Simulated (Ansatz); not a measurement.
Isolated molecules relaxed with PBE0-D4/def2-TZVP in Ansatz; ΔE leaves out vibrations. CCSD(T)/CBS adds triple-zeta CCSD(T) − MP2 to the extrapolated MP2 energy (def2 sets, frozen cores). Functionals use def2-TZVPP. HSE06 is defined as in plane-wave codes. Each species was taken in one conformer, which may not be the lowest.

Consider the isomerisation: `CC1O[SiH2]1` → `O=CC[SiH3]`.

(1) Is it downhill or uphill in electronic energy at CCSD(T)/CBS, and by how much? (Best estimate.)

(2) What do these levels give: HSE06-D4, r2SCAN, HF/def2-SVP, HF/def2-TZVPP, HF/CBS(def2), CCSD/CBS(def2)? (Best estimate.)

Largest T1 diagnostic among the species: 0.014.

## Answers

(1) Ansatz gave: Downhill: ΔE = -4.6 kJ/mol.

(2) The calculation gave: HSE06-D4 -3.3, r2SCAN -0.9, HF/def2-SVP -66.2, HF/def2-TZVPP -39.4, HF/CBS(def2) -37.2, CCSD/CBS(def2) -6.5 kJ/mol.

Leaving LDA and LC-ωPBE aside and taking each functional with its dispersion term where it has one, the values, not all of them listed here, spread over 15.4 kJ/mol, from BHLYP-D4 to r2SCAN-D4. LDA lies +16.5 kJ/mol from PBE without D4. At CCSD(T), def2-SVP lies −41.8 kJ/mol from the extrapolated value and def2-TZVPP −6.7 kJ/mol.
